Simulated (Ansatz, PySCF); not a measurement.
Members of the series SiXY, Y = amino; each row names its spin state. Gas-phase values, no solvent. One relaxed conformer stands for each flexible species; it need not be the lowest. Strings in code marks are SMILES.

Quantity: adiabatic spin-state energy, in kJ/mol. HF references are unrestricted for open shells and restricted for singlets. The restricted reference of `B[Si]N`, `N[Si][AlH2]` and `N[SiH]` is unstable towards unrestricted orbitals.

Level 1: frozen-core CCSD(T) with HF/cc-pVQZ and the correlation energy extrapolated as X^-3 from cc-pVTZ and cc-pVQZ // PBE0-D3(BJ)/def2-TZVP (Ansatz, an electronic-structure program)
Level 2: frozen-core CCSDT(Q)/cc-pVDZ // PBE0-D3(BJ)/def2-TZVP (Ansatz)
Level 3: frozen-core CCSD(T)/cc-pVDZ // PBE0-D3(BJ)/def2-TZVP (Ansatz)
Level 4: PBE-D3(BJ)/def2-TZVP // PBE0-D3(BJ)/def2-TZVP (PySCF)

```
species                                             level 2  level 3  level 4
--------------------------------------------------  -------  -------  -------
`N[Si][AlH2]`: multiplicity 3 minus multiplicity 1     80.1     80.3     56.5
`N[SiH]`: multiplicity 3 minus multiplicity 1         172.9    172.7    155.8
`N[Si]N`: multiplicity 3 minus multiplicity 1         236.8    236.7    220.6
`B[Si]N`: multiplicity 3 minus multiplicity 1          73.3     73.6     46.3
```

Q: What does level 1 give for each?

A: 
- `N[Si][AlH2]`: multiplicity 3 minus multiplicity 1: 75.0
- `N[SiH]`: multiplicity 3 minus multiplicity 1: 174.4
- `N[Si]N`: multiplicity 3 minus multiplicity 1: 243.2
- `B[Si]N`: multiplicity 3 minus multiplicity 1: 69.7
